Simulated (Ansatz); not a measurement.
Reaction (hydrogenolysis of a B–C bond): `CCB(C)S` + H₂ → `CBS` + `CC`

Isolated molecules relaxed with PBE0-D4/def2-TZVP in Ansatz; ΔE leaves out vibrations. CCSD(T)/CBS is the MP2 limit (def2-TZVPP, def2-QZVPP) plus CCSD(T) − MP2 in def2-TZVPP, frozen cores. This one scheme is used for every species. DFT in def2-TZVPP. HSE06 is defined as in plane-wave codes. One conformer a species, not always the lowest.

| level | ΔE (kJ/mol) | difference from CCSD(T)/CBS |
| --- | --- | --- |
| revPBE-D4 | -12.3 | 7.9 |
| BLYP-D4 | -21.0 | -0.8 |
| B97M-V | -24.0 | -3.8 |
| r2SCANh-D4 | -20.5 | -0.3 |
| BHLYP-D4 | -29.4 | -9.2 |
| ωB97X-V | -24.2 | -4.0 |
| ωB97M-V | -21.7 | -1.5 |
| r2SCAN | -22.3 | -2.1 |
| PBE0 | -29.7 | -9.5 |
| HSE06 | -29.7 | -9.5 |
| MP2/def2-SVP | -22.6 | -2.4 |
| MP2/def2-TZVPP | -16.5 | 3.7 |
| MP2/def2-QZVPP | -15.0 | 5.2 |
| HF/CBS(def2) | -54.6 | -34.4 |
| MP2/CBS(def2) | -13.9 | 6.3 |
| CCSD/CBS(def2) | -25.9 | -5.7 |
| CCSD(T)/CBS | -20.2 | 0 |

Largest T1 diagnostic among the species: 0.013.

Leaving LDA and LC-ωPBE aside and taking each functional with its dispersion term where it has one, the values, not all of them listed here, spread over 19.4 kJ/mol, from B2PLYP to revPBE-D4. LDA lies +16.6 kJ/mol from PBE without D4. From r2SCAN to r2SCAN0 (25 % exact exchange), in def2-TZVPP and without D4, ΔE moves by −3.1 kJ/mol. At CCSD(T), def2-SVP lies −8.4 kJ/mol from the extrapolated value and def2-TZVPP −2.5 kJ/mol.

CCSD(T)/CBS has its own doubt, a few kJ/mol and more with outer-core shells, so smaller differences from it don't rank the levels.
